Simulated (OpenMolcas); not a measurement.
Computed transition rates of Mn²⁺

* Program: OpenMolcas 26.06
* Method: MS-RASPT2, IPEA 0.25 Eh, imaginary shift 0.1 Eh (closed shells correlated: 3s)
* Basis: ANO-RCC-VQZP [7s6p4d3f2g1h]
* Scalar Hamiltonian: DKH2, point nucleus
* Active space: 11 electrons in 8 orbitals (RAS1 3p, at most 2 holes; RAS2 3d)
* State averaging: 2S+1 = 6 even, 1 root; 2S+1 = 4 even, 24 roots; 2S+1 = 2 even, 58 roots
* Spin-orbit coupling: RASSI with atomic mean-field integrals over the reference wave functions, term energies averaged over their components

Rates come from the transition moments of the reference wave functions (E1 and E2 in the length form). At fixed line strength A goes as λ^-3 for E1 and M1 and as λ^-5 for E2, so a rate at the computed wavelength can be rescaled to the measured one. Measured vacuum wavelengths follow from level energies in Corliss and Sugar, J. Phys. Chem. Ref. Data 6, 1253 (1977). Branching counts decays inside the model space alone, at computed energies, and the table is only a selection of the E2 and M1 lines, drawn from those between levels with measured partners whose computed energy lies within a factor of 1.5 of the measured one.

```
               Upper                 Lower  Type  λ computed (nm)  λ measured (nm)  A computed (s-1)  A rescaled (s-1)  Branching %
          3d⁵ ⁴P_5/2            3d⁵ ⁶S_5/2    M1            332.2            342.8          6.16e-01                          100.0
       3d⁵ ²D_5/2(2)            3d⁵ ⁴D_7/2    M1            328.2            341.3          3.15e-01                           34.5
       3d⁵ ²D_3/2(2)            3d⁵ ⁴D_1/2    M1            328.9            342.3          2.67e-01                           36.0
3d⁵ ²D_5/2(1) [73 %]            3d⁵ ⁴P_5/2    M1            802.2            828.5          2.32e-01                           57.2
         3d⁵ ²H_11/2           3d⁵ ⁴G_11/2    M1            487.8            503.9          2.11e-01                           50.5
          3d⁵ ⁴F_9/2           3d⁵ ⁴G_11/2    E2            568.6            597.1          2.01e-01          1.57e-01         47.4
3d⁵ ²F_5/2(1) [69 %]            3d⁵ ⁴G_7/2    M1            583.9            615.6          1.92e-01                           46.7
       3d⁵ ²D_3/2(2)         3d⁵ ²D_3/2(1)    E2            483.9            499.7          1.21e-01          1.03e-01         16.4
          3d⁵ ⁴F_5/2            3d⁵ ⁴G_7/2    E2            565.3            594.9          1.09e-01          8.45e-02         23.6
         3d⁵ ²H_11/2           3d⁵ ²I_11/2    M1             1230             1334          7.80e-02                           18.6
          3d⁵ ²H_9/2            3d⁵ ⁴G_7/2    M1            491.7            508.8          7.62e-02                           37.5
       3d⁵ ²F_7/2(2)            3d⁵ ⁴F_9/2    M1             1316             1336          5.09e-02                           48.0
       3d⁵ ²F_5/2(2)            3d⁵ ⁴F_3/2    M1             1347             1365          4.45e-02                           44.3
          3d⁵ ²H_9/2           3d⁵ ²I_11/2    M1             1256             1362          3.72e-02                           18.3
       3d⁵ ²D_3/2(1)            3d⁵ ⁴P_5/2    M1            777.8            806.3          3.08e-02                           16.6
          3d⁵ ²G_9/2            3d⁵ ⁴F_9/2    M1             2267             2256          2.55e-02                           35.7
       3d⁵ ²F_7/2(2)  3d⁵ ²F_5/2(1) [69 %]    M1             1240             1257          2.22e-02                           20.9
       3d⁵ ²F_5/2(2)         3d⁵ ²F_7/2(1)    M1             1174             1191          2.06e-02                           20.5
          3d⁵ ⁴D_7/2            3d⁵ ⁴P_5/2    M1             3244             3185          1.87e-02                           93.3
          3d⁵ ⁴D_5/2            3d⁵ ⁶S_5/2    M1            300.6            308.8          1.70e-02                           56.7
          3d⁵ ²G_7/2         3d⁵ ²F_7/2(1)    M1             1907             1910          1.24e-02                           29.9
          3d⁵ ⁴D_5/2            3d⁵ ⁴P_5/2    M1             3162             3109          1.04e-02                           34.8
          3d⁵ ²G_7/2            3d⁵ ⁴F_7/2    M1             2355             2359          9.30e-03                           22.5
         3d⁵ ²I_11/2           3d⁵ ⁴G_11/2    M1            808.2            809.7          1.28e-03                           76.0
         3d⁵ ²I_13/2           3d⁵ ⁴G_11/2    M1            805.5            809.6          4.26e-05                           90.2
```

Spin-changing lines and M1 lines between different terms are not rescaled, since their strength hangs on the term gaps too.

The largest correction is for 3d⁵ ⁴F_5/2 → 3d⁵ ⁴G_7/2 (E2): 1.09e-01 × (565.3 / 594.9)^5 = 8.45e-02 s-1, a factor of 0.77.

The computed order of these levels differs from the measured one in 1 place, and where term gaps are wrong the rates of spin-changing lines can be off by large factors.

These are rates of the free ion; in crystals, glasses and complexes forced electric-dipole and non-radiative decay shorten such lifetimes by orders of magnitude. No measured rate stands beside these. Rescaling mends the energy factor alone: line strengths can still be far off where a level mixes with configurations outside the active space, and weak or spin-changing lines hang on small mixing coefficients that depend on the term gaps too, so rescaling need not improve them.

CASPT2 breaks the degeneracy within a term, and the mean is taken; among the terms shown or strongly mixed into the levels shown the widest spread is 730 cm-1 (3d⁵ ²I). Active for correlation alone: 3p; no level in the range computed is led by a configuration that opens it, so any true level of that kind is missing. Measured partners are found by configuration, term and J. A level has none where our copy of the source lacks it or the pairing is in doubt (some pairs that miss far off the trend of their configuration count as doubtful). Only configurations of the active space appear.

A share in square brackets marks a mixed level and gives the weight of the term that names it. A number in round brackets counts repeated terms of one configuration in the order of the reference energies.
